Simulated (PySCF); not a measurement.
Structure with atom numbers: `[CH3:1][C:2]#[C:3][Si@H:4]([CH3:5])[CH:6]([Cl:7])[Cl:8]`. Hydrogens are named by the atom that carries them.

- GIAO PBE0/pcSseg-1 shieldings
- GFN2-xTB geometry
- code: PySCF 2.14
- non-relativistic Hamiltonian, no solvent model, single conformer, one averaged value for each set of equivalent atoms

Referencing at the same level of theory: 13C (σ = 186.93 ppm) and 1H (σ = 31.72 ppm) and 29Si (σ = 349.16 ppm) vs TMS; 35Cl (σ = 949.78 ppm) against HCl.

```csv
atoms,nucleus,count,δ (ppm)
Cl8,35Cl,1,?
H(C6),1H,1,5.64
H(C5),1H,3,0.48
H(Si4),1H,1,4.56
Cl7,35Cl,1,?
Si4,29Si,1,-37.7
C5,13C,1,?
C6,13C,1,74.0
H(C1),1H,3,?
C3,13C,1,82.8
C1,13C,1,5.8
C2,13C,1,115.8
```

Task: Estimate the values marked ?.

Result: 
- C5: -7.5 ppm, methyl carbon bonded to Si; an electropositive neighbour leaves it electron-rich and shielded
- H(C1): 2.09 ppm, hydrogen on a propargylic methyl carbon
- Cl8: 203 ppm, chlorine bonded to C
- Cl7: 201 ppm, chlorine bonded to C

Carbons that carry Cl, above all several Cl atoms, come out too deshielded, partly because spin–orbit coupling is missing. Shifts are as computed. Against solution values, carbons near 30 ppm lie about +3 ppm off and those near 130 ppm about +5 ppm; carbons on Cl a further +6 ppm. Of 1309 compounds with measured shifts, 239 miss one by over three times the rms of a fit or turn the order of signals round; such compounds aren't used in these exercises.
